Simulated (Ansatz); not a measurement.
Si43H56, a nanocrystal cut from cubic silicon. The state is a triplet with charge 0. Geometry PBE-D4/def2-SVP, that of the neutral singlet; atoms count from 1.

```xyz
99

Si    2.073   -0.223   -5.561
Si   -0.152    2.581   -7.170
Si   -1.582   -0.386   -5.423
Si   -1.871    3.166   -3.752
Si    4.292   -2.976   -3.884
Si    0.590   -3.059   -3.785
Si    2.619   -2.137   -0.506
Si    0.227    4.260   -0.819
Si    2.695    1.318    0.982
Si    0.386    0.544   -2.097
Si   -3.428    0.338   -1.686
Si   -1.160   -2.298   -0.047
Si   -1.218    1.285    1.308
Si   -3.491    3.913   -0.312
Si   -5.117    1.246    2.084
Si   -5.004    4.821    3.134
Si    4.847   -4.820    1.119
Si    1.053   -4.962    1.575
Si    3.206   -4.061    4.605
Si    0.984   -1.381    2.966
Si   -2.918   -1.440    3.665
Si   -0.569   -0.732    6.442
Si   -2.815    2.032    4.819
Si    2.009    1.961   -6.442
Si    4.229   -0.799   -4.800
Si    0.314   -0.737   -4.071
Si    0.190    2.815   -2.672
Si   -1.917    1.921   -5.747
Si   -3.622    2.606   -2.272
Si    2.447    0.145   -1.040
Si    4.752   -2.585    0.383
Si    2.484   -3.462   -2.446
Si    0.902   -2.687    1.009
Si   -1.406    3.551    0.716
Si    0.843    0.886    2.364
Si   -1.362   -0.034   -0.633
Si   -2.936    0.763    2.831
Si   -3.158    4.345    4.531
Si   -5.202    3.437    1.231
Si    2.959   -1.756    4.190
Si    3.119   -5.344    2.632
Si   -0.939    1.586    6.176
Si   -0.757   -1.966    4.437
H     1.812   -1.135   -6.741
H    -0.368    1.876   -8.488
H    -0.202    4.067   -7.430
H    -1.262   -0.996   -6.769
H    -2.804   -1.081   -4.886
H    -1.980    4.633   -4.103
H     4.191   -3.925   -5.054
H     5.619   -3.216   -3.207
H     0.874   -3.619   -5.161
H    -0.655   -3.726   -3.268
H    -0.158    5.639   -1.300
H     1.593    4.348   -0.193
H     3.935    0.809    1.677
H     2.874    2.794    0.745
H    -3.527   -0.531   -2.912
H    -4.541   -0.061   -0.753
H    -1.269   -3.155   -1.281
H    -2.285   -2.688    0.874
H    -3.587    5.374   -0.693
H    -5.627    0.221    1.108
H    -6.004    1.195    3.307
H    -4.988    6.277    2.738
H    -6.238    4.586    3.973
H     4.700   -5.711   -0.089
H     6.188   -5.108    1.751
H     0.936   -5.796    0.322
H    -0.088   -5.324    2.494
H     4.499   -4.328    5.335
H     2.069   -4.495    5.498
H    -3.451   -2.435    2.671
H    -3.845   -1.443    4.859
H     0.757   -0.973    7.118
H    -1.656   -1.227    7.366
H    -4.007    1.549    5.617
H     2.931    2.002   -7.638
H     2.538    2.945   -5.434
H     5.159   -0.763   -5.990
H     4.731    0.213   -3.807
H     1.313    3.183   -3.609
H    -3.223    2.166   -6.469
H    -4.949    2.856   -2.951
H     3.564    0.535   -1.977
H     5.771   -2.371   -0.710
H     5.086   -1.649    1.513
H     2.569   -4.920   -2.054
H    -1.312    4.395    1.964
H     0.939    1.747    3.600
H    -1.906    4.994    4.007
H    -3.439    4.941    5.890
H    -6.548    3.701    0.594
H     4.164   -1.223    3.464
H     2.846   -1.017    5.501
H     3.244   -6.804    3.008
H     0.287    2.263    5.631
H    -1.212    2.177    7.540
H    -0.646   -3.436    4.774
```

Single mean-field runs in def2-SVP are fitted with def2-universal-jkfit. At PBE0-D4/def2-SVP a singlet of charge 0 lies 4.17 eV below the triplet at the same geometry.

Question: Estimate the Mulliken populations of the heavy atoms from the PBE0/def2-SVP orbitals of Ansatz.

Answer: 
| atom | charge (e) | spin (α − β) |
| --- | --- | --- |
| Si1 | -0.06 | 0.00 |
| Si2 | 0.09 | 0.00 |
| Si3 | 0.11 | 0.01 |
| Si4 | -0.02 | 0.01 |
| Si5 | 0.08 | 0.00 |
| Si6 | 0.12 | 0.01 |
| Si7 | -0.21 | 0.01 |
| Si8 | 0.14 | -0.01 |
| Si9 | 0.13 | -0.02 |
| Si10 | -0.11 | 0.01 |
| Si11 | 0.13 | 0.15 |
| Si12 | 0.19 | 0.25 |
| Si13 | -0.11 | 0.01 |
| Si14 | -0.02 | 0.01 |
| Si15 | 0.11 | 0.01 |
| Si16 | 0.09 | 0.00 |
| Si17 | 0.09 | 0.01 |
| Si18 | 0.15 | 0.15 |
| Si19 | 0.09 | 0.01 |
| Si20 | -0.21 | 0.01 |
| Si21 | 0.12 | 0.01 |
| Si22 | 0.08 | 0.00 |
| Si23 | -0.06 | 0.00 |
| Si24 | 0.08 | 0.00 |
| Si25 | 0.08 | 0.00 |
| Si26 | -0.24 | 0.01 |
| Si27 | -0.04 | 0.10 |
| Si28 | -0.06 | 0.01 |
| Si29 | -0.02 | 0.08 |
| Si30 | 0.01 | 0.14 |
| Si31 | 0.10 | 0.07 |
| Si32 | -0.04 | 0.01 |
| Si33 | -0.19 | 0.20 |
| Si34 | -0.04 | 0.10 |
| Si35 | 0.01 | 0.14 |
| Si36 | -0.19 | 0.23 |
| Si37 | -0.24 | 0.01 |
| Si38 | 0.08 | 0.00 |
| Si39 | -0.06 | 0.01 |
| Si40 | 0.10 | 0.07 |
| Si41 | -0.12 | 0.06 |
| Si42 | 0.08 | 0.00 |
| Si43 | -0.04 | 0.01 |
Mulliken values depend strongly on the basis.

Question: Where does the spin sit?

Answer: Summed by element: Si 1.89, H 0.11, of 2 unpaired in all. Largest on single atoms: Si12 0.25, Si36 0.23, Si33 0.20.

Question: And the Mayer bond orders between heavy atoms (over 0.3, the first 40 of 58)?

Answer: Si1–Si24 0.94 (2.36 Å); Si1–Si25 0.94 (2.36 Å); Si1–Si26 0.92 (2.36 Å); Si2–Si24 0.95 (2.36 Å); Si2–Si28 0.94 (2.36 Å); Si3–Si26 0.91 (2.36 Å); Si3–Si28 0.93 (2.35 Å); Si4–Si27 0.90 (2.35 Å); Si4–Si28 0.93 (2.35 Å); Si4–Si29 0.93 (2.36 Å); Si5–Si25 0.95 (2.36 Å); Si5–Si32 0.94 (2.36 Å); Si6–Si26 0.92 (2.36 Å); Si6–Si32 0.93 (2.35 Å); Si7–Si30 0.86 (2.35 Å); Si7–Si31 0.88 (2.35 Å); Si7–Si32 0.92 (2.35 Å); Si7–Si33 0.94 (2.35 Å); Si8–Si27 0.95 (2.35 Å); Si8–Si34 0.95 (2.35 Å); Si9–Si30 0.95 (2.35 Å); Si9–Si35 0.95 (2.35 Å); Si10–Si26 0.91 (2.35 Å); Si10–Si27 0.86 (2.35 Å); Si10–Si30 0.86 (2.35 Å); Si10–Si36 0.94 (2.35 Å); Si11–Si29 0.90 (2.35 Å); Si11–Si36 0.82 (2.35 Å); Si12–Si33 0.81 (2.35 Å); Si12–Si36 0.79 (2.35 Å); Si13–Si34 0.86 (2.35 Å); Si13–Si35 0.86 (2.35 Å); Si13–Si36 0.94 (2.35 Å); Si13–Si37 0.91 (2.35 Å); Si14–Si29 0.93 (2.36 Å); Si14–Si34 0.90 (2.35 Å); Si14–Si39 0.93 (2.35 Å); Si15–Si37 0.91 (2.36 Å); Si15–Si39 0.93 (2.35 Å); Si16–Si38 0.95 (2.36 Å).
